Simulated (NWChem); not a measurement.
System: C4H5FO; SMILES C=C[C@H](F)C=O

NWChem input:

```
start job
memory heap 200 mb stack 900 mb global 1100 mb
geometry units angstroms
  C     -1.999830    -0.842998    -0.465183
  C     -0.741285    -1.012729    -0.110549
  C      0.093313     0.044491     0.563132
  F     -0.657234     1.143334     0.908843
  C      1.187457     0.475708    -0.394532
  O      2.110903    -0.208326    -0.721954
  H     -2.522433     0.078361    -0.270346
  H     -2.556741    -1.626271    -0.948088
  H     -0.198581    -1.926933    -0.300450
  H      0.533820    -0.349223     1.489762
  H      1.026438     1.494763    -0.790169
end
basis spherical
  * library def2-svp
end
dft
  xc pbe0
  iterations 150
end
driver
  maxiter 120
end
task dft optimize
task dft freq
```

NWChem printed, in part:

```
             Northwest Computational Chemistry Package (NWChem) 7.3.0
             --------------------------------------------------------

 C1  symmetry detected

                             Geometry "geometry" -> ""
                             -------------------------

 Output coordinates in angstroms (scale by  1.889725989 to convert to a.u.)

  No.       Tag          Charge          X              Y              Z
 ---- ---------------- ---------- -------------- -------------- --------------
    1 C                    6.0000    -0.86537536     1.96636530    -0.31980846
    2 C                    6.0000    -0.83445732     0.81411454     0.32040374
    3 C                    6.0000     0.39622162    -0.04428926     0.44957919
    4 F                    9.0000     1.51451561     0.59091938    -0.03644690
    5 C                    6.0000     0.17484266    -1.32308523    -0.33520854
    6 O                    8.0000    -0.59713682    -2.18215311    -0.02876073
    7 H                    1.0000     0.01526421     2.37983603    -0.78186221
    8 H                    1.0000    -1.76948171     2.54478075    -0.38974392
    9 H                    1.0000    -1.70692477     0.38075748     0.78662384
   10 H                    1.0000     0.59114576    -0.27648616     1.50588855
   11 H                    1.0000     0.78906103    -1.36856979    -1.25259384

 Effective nuclear repulsion energy (a.u.)     223.2529226893

                                Z-matrix (autoz)
                                --------

 Units are Angstrom for bonds and degrees for angles

      Type          Name      I     J     K     L     M      Value
      ----------- --------  ----- ----- ----- ----- ----- ----------
    1 Stretch                  1     2                       1.31853
    2 Stretch                  1     7                       1.07702
    3 Stretch                  1     8                       1.07558
    4 Stretch                  2     3                       1.50603
    5 Stretch                  2     9                       1.07998
    6 Stretch                  3     4                       1.37488
    7 Stretch                  3     5                       1.51665
    8 Stretch                  3    10                       1.09895
    9 Stretch                  5     6                       1.19493
   10 Stretch                  5    11                       1.10496
   11 Bend                     1     2     3               123.98045
   12 Bend                     1     2     9               122.77405
   13 Bend                     2     1     7               121.64283
   14 Bend                     2     1     8               121.41533
   15 Bend                     2     3     4               111.77786
   16 Bend                     2     3     5               108.47733
   17 Bend                     2     3    10               110.35390
   18 Bend                     3     2     9               113.22949
   19 Bend                     3     5     6               124.59535
   20 Bend                     3     5    11               112.53076
   21 Bend                     4     3     5               108.98735
   22 Bend                     4     3    10               107.04568
   23 Bend                     5     3    10               110.18831
   24 Bend                     6     5    11               122.85049
   25 Bend                     7     1     8               116.93388
   26 Torsion                  1     2     3     4           7.37196
   27 Torsion                  1     2     3     5        -112.82084
   28 Torsion                  1     2     3    10         126.37793
   29 Torsion                  2     3     5     6         -69.28986
   30 Torsion                  2     3     5    11         108.98880
   31 Torsion                  3     2     1     7          -1.29250
   32 Torsion                  3     2     1     8         179.76547
   33 Torsion                  4     3     2     9        -174.05071
   34 Torsion                  4     3     5     6         168.79524
   35 Torsion                  4     3     5    11         -12.92610
   36 Torsion                  5     3     2     9          65.75649
   37 Torsion                  6     5     3    10          51.61375
   38 Torsion                  7     1     2     9        -179.73762
   39 Torsion                  8     1     2     9           1.32036
   40 Torsion                  9     2     3    10         -55.04475
   41 Torsion                 10     3     5    11        -130.10759

                           NWChem Geometry Optimization
                           ----------------------------

 maximum gradient threshold         (gmax) =   0.000450
 rms gradient threshold             (grms) =   0.000300
 maximum cartesian step threshold   (xmax) =   0.001800
 rms cartesian step threshold       (xrms) =   0.001200
 fixed trust radius                (trust) =   0.300000
 source of zmatrix                         =   autoz

          -------------------
          Energy Minimization
          -------------------

 Using diagonal initial Hessian
 Scaling for Hessian diagonals: bonds = 1.00  angles = 0.25  torsions = 0.10

          --------
          Step   0

                                 NWChem DFT Module
                                 -----------------

 Summary of "ao basis" -> "ao basis" (spherical)
 ------------------------------------------------------------------------------
       Tag                 Description            Shells   Functions and Types
 ---------------- ------------------------------  ------  ---------------------
 C                          def2-svp                 6       14   3s2p1d
 F                          def2-svp                 6       14   3s2p1d
 O                          def2-svp                 6       14   3s2p1d
 H                          def2-svp                 3        5   2s1p

            General Information
            -------------------
          SCF calculation type: DFT
          Wavefunction type:  closed shell.
          No. of atoms     :    11
          No. of electrons :    46
           Alpha electrons :    23
            Beta electrons :    23
          Charge           :     0
          Spin multiplicity:     1
          Use of symmetry is: off; symmetry adaption is: off
          Maximum number of iterations: 150
          AO basis - number of functions:   109
                     number of shells:    51
          Convergence on energy requested:  1.00D-06
          Convergence on density requested:  1.00D-05
          Convergence on gradient requested:  5.00D-04

              XC Information
              --------------
                         PBE0 Method XC Functional
                     Hartree-Fock (Exact) Exchange  0.250
          PerdewBurkeErnzerhof Exchange Functional  0.750
            Perdew 1991 LDA Correlation Functional  1.000 local
           PerdewBurkeErnz. Correlation Functional  1.000 non-local

             Grid Information
             ----------------
          Grid used for XC integration:  medium
          Radial quadrature: Mura-Knowles
          Angular quadrature: Lebedev.
          Tag              B.-S. Rad. Rad. Pts. Rad. Cut. Ang. Pts.
          ---              ---------- --------- --------- ---------
          C                   0.70       49          11.0       434
          F                   0.50       49          10.0       434
          O                   0.60       49          12.0       434
          H                   0.35       45          12.0       434
          Grid pruning is: on
          Number of quadrature shells:   519
          Spatial weights used:  Erf1

      Superposition of Atomic Density Guess
      -------------------------------------

 Sum of atomic energies:        -326.97930240

      Non-variational initial energy
      ------------------------------

[...]

      ----------------------
      Optimization converged
      ----------------------

  Step       Energy      Delta E   Gmax     Grms     Xrms     Xmax
  ---- ---------------- -------- -------- -------- -------- --------
@   18    -329.84246143 -5.4D-07  0.00006  0.00002  0.00051  0.00118
                                     ok       ok       ok       ok

                                Z-matrix (autoz)
                                --------

 Units are Angstrom for bonds and degrees for angles

      Type          Name      I     J     K     L     M      Value     Gradient
      ----------- --------  ----- ----- ----- ----- ----- ---------- ----------
    1 Stretch                  1     2                       1.33100    0.00000
    2 Stretch                  1     7                       1.09289    0.00003
    3 Stretch                  1     8                       1.09235    0.00000
    4 Stretch                  2     3                       1.49781    0.00003
    5 Stretch                  2     9                       1.09511    0.00001
    6 Stretch                  3     4                       1.36882   -0.00005
    7 Stretch                  3     5                       1.52287   -0.00006
    8 Stretch                  3    10                       1.10749    0.00001
    9 Stretch                  5     6                       1.19753    0.00003
   10 Stretch                  5    11                       1.12132   -0.00002
   11 Bend                     1     2     3               123.63850   -0.00001
   12 Bend                     1     2     9               122.00225    0.00001
   13 Bend                     2     1     7               120.95819   -0.00004
   14 Bend                     2     1     8               121.01576    0.00002
   15 Bend                     2     3     4               111.80709    0.00000
   16 Bend                     2     3     5               110.21931   -0.00002
   17 Bend                     2     3    10               109.97213   -0.00002
   18 Bend                     3     2     9               114.34715    0.00000
   19 Bend                     3     5     6               123.31172    0.00000
   20 Bend                     3     5    11               113.35073    0.00000
   21 Bend                     4     3     5               108.50679    0.00002
   22 Bend                     4     3    10               108.80016    0.00001
   23 Bend                     5     3    10               107.41578    0.00001
   24 Bend                     6     5    11               123.33374   -0.00000
   25 Bend                     7     1     8               118.02416    0.00003
   26 Torsion                  1     2     3     4           0.06771   -0.00000
   27 Torsion                  1     2     3     5        -120.70945   -0.00001
   28 Torsion                  1     2     3    10         121.04701   -0.00000
   29 Torsion                  2     3     5     6         -64.58481    0.00002
   30 Torsion                  2     3     5    11         114.72510   -0.00000
   31 Torsion                  3     2     1     7          -1.05011   -0.00002
   32 Torsion                  3     2     1     8         179.45942    0.00000
   33 Torsion                  4     3     2     9         178.82284    0.00001
   34 Torsion                  4     3     5     6         172.68043    0.00001
   35 Torsion                  4     3     5    11          -8.00966   -0.00001
   36 Torsion                  5     3     2     9          58.04568    0.00000
   37 Torsion                  6     5     3    10          55.21787   -0.00001
   38 Torsion                  7     1     2     9        -179.71268   -0.00003
   39 Torsion                  8     1     2     9           0.79685   -0.00001
   40 Torsion                  9     2     3    10         -60.19787    0.00001
   41 Torsion                 10     3     5    11        -125.47221   -0.00003

                         Geometry "geometry" -> "geometry"
                         ---------------------------------

 Output coordinates in angstroms (scale by  1.889725989 to convert to a.u.)

[...]

 Rotational Constants
 --------------------
 A=   0.198537 cm-1  (  0.285643 K)
 B=   0.090375 cm-1  (  0.130027 K)
 C=   0.066939 cm-1  (  0.096308 K)

 Temperature                      =   298.15K
 frequency scaling parameter      =   1.0000

 Zero-Point correction to Energy  =   51.425 kcal/mol  (  0.081951 au)
 Thermal correction to Energy     =   55.466 kcal/mol  (  0.088391 au)
 Thermal correction to Enthalpy   =   56.058 kcal/mol  (  0.089335 au)

 Total Entropy                    =   80.388 cal/mol-K
   - Translational                =   39.320 cal/mol-K (mol. weight =  88.0324)
   - Rotational                   =   26.687 cal/mol-K (symmetry #  =        1)
   - Vibrational                  =   14.381 cal/mol-K

 Cv (constant volume heat capacity) =   21.248 cal/mol-K
   - Translational                  =    2.979 cal/mol-K
   - Rotational                     =    2.979 cal/mol-K
   - Vibrational                    =   15.289 cal/mol-K

[normal modes left out]

 ----------------------------------------------------------------------------
 Normal Eigenvalue ||           Projected Infra Red Intensities
  Mode   [cm**-1]  || [atomic units] [(debye/angs)**2] [(KM/mol)] [arbitrary]
 ------ ---------- || -------------- ----------------- ---------- -----------
    1       -0.000 ||    0.000011           0.000         0.011       0.007
    2       -0.000 ||    0.000108           0.002         0.105       0.064
    3       -0.000 ||    0.000206           0.005         0.201       0.122
    4       -0.000 ||    0.000054           0.001         0.052       0.032
    5        0.000 ||    0.000075           0.002         0.073       0.044
    6        0.000 ||    0.000150           0.003         0.146       0.089
    7       55.331 ||    0.014879           0.343        14.505       8.823
    8      115.297 ||    0.000836           0.019         0.815       0.496
    9      225.876 ||    0.006274           0.145         6.117       3.721
   10      288.701 ||    0.004925           0.114         4.801       2.920
   11      385.028 ||    0.012995           0.300        12.668       7.706
   12      498.980 ||    0.000654           0.015         0.637       0.388
   13      640.432 ||    0.026488           0.611        25.822      15.707
   14      653.290 ||    0.015391           0.355        15.004       9.127
   15      857.131 ||    0.002878           0.066         2.805       1.706
   16      960.384 ||    0.041576           0.959        40.530      24.653
   17     1014.669 ||    0.013559           0.313        13.218       8.040
   18     1018.426 ||    0.010941           0.252        10.666       6.488
   19     1037.562 ||    0.013786           0.318        13.440       8.175
   20     1085.272 ||    0.018053           0.416        17.599      10.705
   21     1187.307 ||    0.059806           1.380        58.302      35.464
   22     1258.336 ||    0.001019           0.024         0.993       0.604
   23     1293.549 ||    0.001119           0.026         1.091       0.663
   24     1326.535 ||    0.011947           0.276        11.647       7.084
   25     1386.520 ||    0.017999           0.415        17.546      10.673
   26     1414.840 ||    0.007059           0.163         6.882       4.186
   27     1742.122 ||    0.009232           0.213         9.000       5.474
   28     1898.371 ||    0.168396           3.885       164.161      99.855
   29     2934.391 ||    0.082294           1.899        80.224      48.798
   30     3045.942 ||    0.012177           0.281        11.871       7.221
   31     3176.914 ||    0.000689           0.016         0.672       0.408
   32     3204.038 ||    0.000577           0.013         0.562       0.342
   33     3284.334 ||    0.000364           0.008         0.354       0.216
 ----------------------------------------------------------------------------
```

Level: PBE0/def2-SVP.
